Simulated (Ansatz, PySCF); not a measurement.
Gas-phase reaction in SMILES: Br[Si]Br → Br[Si]Br as doublet, charge +1 + e-
Structures are relaxed separately at B3LYP-D3(BJ)/def2-TZVP in Ansatz (a first-principles code). Unstable Hartree-Fock reference: Br[Si]Br. A spin state is the lowest found, not a proven ground state.
Geometry of the first species:
SMILES: Br[Si]Br
```xyz
3

Si     0.0168     0.0210     1.1850
Br     0.9530    -1.4915    -0.2242
Br    -0.9597     1.4831    -0.2498
```

Wanted: adiabatic ionisation energy (electronic energy difference), in eV. Cores are frozen in the correlated levels unless marked. UHF or UKS for open shells. No spin-orbit coupling. The frozen core is the preceding noble-gas configuration, with the filled d and f shells of earlier blocks. No relativistic terms. FCI takes restricted orbitals. CBS marks a two-point X^-3 extrapolation of the correlation energy; Hartree-Fock from the larger set. The bracket is a focal-point correction in the basis named.

| level | program | adiabatic ionisation energy (eV) |
|---|---|---|
| BLYP-D3(BJ)/def2-TZVPD | Ansatz + dftd3 | 9.01 |
| BP86-D4/def2-TZVPD | PySCF + dftd4 | 9.18 |

Task: What does RI-MP2/CBS(def2-TZVPPD,def2-QZVPPD)+[CCSD(T)-MP2]/def2-TZVPPD (Ansatz) give?

Result: 9.31 eV
